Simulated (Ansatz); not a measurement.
Relaxation of H₄O₂Sn (7 atoms, charge 0, multiplicity 1), to a largest force component of 0.03 eV/Å in at most 50 steps.

All numbers below come from RKS PBE0-D4/def2-SVP in Ansatz 0.2.0.

```xyz
7
Properties=species:S:1:pos:R:3
Sn -0.042 -0.148 0.443
H 0.386 0.032 2.090
O 1.917 -0.243 0.450
H 2.404 -0.350 -0.376
O -0.714 1.490 -0.442
H -1.204 1.305 -1.251
H -0.830 -1.489 -0.277
```

Problem. Where does it end, and by what steps?

Solution. The run converged. After 6 steps the energy has fallen by 0.483 eV; H2 moved furthest, 0.52 Å.

| step | energy less start (eV) | largest force component (eV/Å) | accepted |
| --- | --- | --- | --- |
| 0 | 0.0000 | 1.215 | yes |
| 1 | -0.3030 | 0.642 | yes |
| 2 | -0.4136 | 0.638 | yes |
| 3 | -0.4762 | 0.294 | yes |
| 4 | -0.4765 | 0.115 | yes |
| 5 | -0.4816 | 0.155 | yes |
| 6 | -0.4827 | 0.010 | yes |

```xyz
7
Properties=species:S:1:pos:R:3
Sn 0.050 -0.166 0.554
H -0.110 0.090 2.224
O 2.008 -0.222 0.245
H 2.246 -0.321 -0.683
O -0.700 1.451 -0.316
H -0.894 1.323 -1.251
H -0.683 -1.559 -0.136
```

Whether the end is a true minimum wasn't checked by a vibrational analysis.

The run took 38 s on 1 thread of Arm Neoverse N1 (shared host), peak memory 0.17 GiB.
